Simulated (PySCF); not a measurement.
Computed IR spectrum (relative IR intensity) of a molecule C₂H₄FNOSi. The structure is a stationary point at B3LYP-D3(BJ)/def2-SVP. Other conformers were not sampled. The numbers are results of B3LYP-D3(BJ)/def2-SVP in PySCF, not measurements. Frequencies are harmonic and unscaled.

Lines under 2 % of the strongest are left out, and lines within 2 cm⁻¹ are merged.

ν (cm⁻¹): 561 (vw), 583 (w), 614 (w), 735 (vw), 918 (m), 956 (w), 1066 (w), 1529 (vw), 2234 (w), 2254 (w), 2456 (vs) (against the strongest line: vs over 80 %, s over 45 %, m over 15 %, w over 4 %, vw less)

**Question.** Identify the compound among the candidates.
A. F[SiH2][C@H]1N=CO1
B. F[Si@@H]1COC=N1
C. F[C@@H]1N=CO[SiH2]1
D. O=C=N[SiH2]CF

**Answer.** D, O=C=N[SiH2]CF
